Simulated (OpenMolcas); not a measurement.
**Co2+: ligand-field states by method**

Co2+ with 6 ligands (fluoride) in octahedral coordination (Oh) at 1.95 Å. A charge of +0.667 e stands 2.8 Å behind each ligand. Ligand basis ANO-RCC-VDZP.

```
Program             : OpenMolcas 26.06
Basis               : ANO-RCC-VDZP [5s4p2d1f]
Scalar Hamiltonian  : DKH2, point nucleus
Active space        : 7 electrons in 5 orbitals (3d)
State averaging     : 2S+1 = 4 even, 10 roots; 2S+1 = 2 even, 40 roots
Spin-orbit coupling : RASSI with atomic mean-field integrals over the reference wave functions
```

I. CASSCF
II. SS-CASPT2, IPEA 0.25 Eh, imaginary shift 0.1 Eh (closed shells correlated: 3s 3p and the ligand valence shells)

Spin-free states (labels of O, the rotations of Oh) in cm-1, each column counted from its own energy of the first state listed:

```
State  Degeneracy      I     II
  4T1           3      0      0
  4T2           3   7131   9150
   2E           2  14194  11660
  4A2           1  15524  19210
  2T1           3  20089  17760
  2T2           3  20440  18340
  4T1           3  24203  22980
  2A1           1  25331  23820
  2T1           3  26062  21450
  2T2           3  29269  27220
  2T1           3  30063  29270
   2E           2  32197  30380
  2T2           3  35532  33700
  2T1           3  36323  36020
   2E           2  36429  36350
  2T2           3  47342  41800
  2T1           3  48730  44590
  2A2           1  49416  44710
   2E           2  73069  65470
  2T2           3  73339  65370
```

From I to II, I's first state of the same spin (4T2) moves from 7131 to 9150 cm-1, by about +2000 cm-1.

From I to II, I's first state of another spin (2E) moves from 14194 to 11660 cm-1, by about -2500 cm-1.

I: A least-squares ligand-field fit to the states below 45000 cm-1, each weighted by its degeneracy and with a free common offset, gives 10Dq = 8061 cm-1, B = 1216 cm-1 and C = 4488 cm-1 (C/B = 3.69), with an rms deviation of 118 cm-1. The same method and metal basis give the free ion B = 1230 cm-1 (fit to its terms below 60000 cm-1, rms deviation 20 cm-1), so the nephelauxetic ratio is β = 1216 / 1230 = 0.99; it hangs on how both fits weigh the states, and computed free-ion B values tend to be too large, so β mixes covalency with correlation.

χT at 300 K: I 3.53, II 3.48 cm3 K/mol.

Roots that are degenerate in the reference are averaged as groups; the widest CASPT2 spread within a group is 67 cm-1 (the 2-fold group of multiplicity 2 near 36400 cm-1 above the lowest state of its run, II). Shifts and gaps below about the spread of the groups concerned are not significant. Over all roots computed the reference weight is 0.71 to 0.72 in II; a low but even weight reflects the number of correlated electrons. An orbital triplet at a regular site is open to Jahn-Teller coupling, which can distort the site and quench the lowest spin-orbit gaps and is left out. Ligand-to-metal charge-transfer states are missing. Without dynamic correlation the repulsion within the d shell is too large (B by tens of per cent), so at a given field states of lower spin stand too high (holds for I). With no ligand orbital active B as a rule stays too high, so bands that hang on it stand too high and its fall with covalency is understated (holds for I). With metal d orbitals alone and no dynamic correlation the field as a rule comes out too small, by tens of per cent, by up to half for chloride and softer ligands, and with too little covalency χT stands high (holds for I). A single d shell leaves out the double-shell effect, which counts most for late 3d ions, where the CASPT2 field can be off either way by tens of per cent (holds for II). These CASPT2 states fit no ligand-field parameters well, so their order and spin gaps are uncertain (holds for II). For late 3d ions with one d shell CASPT2 can put B and the spin-flip bands somewhat low as well as high (holds for II). With one d shell and no ligand orbital active, 10Dq can be off by tens of per cent for divalent 3d ions, low with halides held by bare charges and at times high in hosts (holds for II). Free-ion shares, where given, are those of the reference states; single-state CASPT2 does not remix them (holds for II). The distance lies 5 % under the 2.06 Å that this model takes as the normal distance (a Shannon-type radius plus a fixed donor radius); by an R⁻⁵ law this alone changes a d-shell field by about +32 %. No measured value stands beside these numbers; the geometry was imposed, not optimised, and the real ion may take another.
